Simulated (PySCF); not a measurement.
# The second ionisation energy along the noble gases

All values are computed (PySCF 2.14, energy differences of UHF-based or UKS calculations, no spin-orbit coupling). Values in eV. The last column holds reference values (NIST; (s) semi-empirical, (t) theoretical, else measured). Unmarked ones compare directly (S terms, centres of terms, or small fine structure); those marked * lie between the lowest fine-structure levels and include a spin-orbit shift.

| element | configurations | UHF | LDA | PBE | PBE0 | r2SCAN | reference |
| --- | --- | --- | --- | --- | --- | --- | --- |
| He (dyall-av3z, spin-free X2C) | 1s1 → no electrons | 54.425 | 52.839 | 54.256 | 54.336 | 54.430 | 54.418 (t) |
| Ne (dyall-av3z, spin-free X2C) | [He] 2s2 2p5 → [He] 2s2 2p4 | 39.254 | 41.434 | 41.131 | 40.993 | 41.127 | 40.963 * |
| Ar (dyall-av3z, spin-free X2C) | [Ne] 3s2 3p5 → [Ne] 3s2 3p4 | 26.356 | 27.815 | 27.579 | 27.592 | 27.655 | 27.630 * |

For a one-electron ion UHF is exact up to the basis, with infinite nuclear mass and no QED.
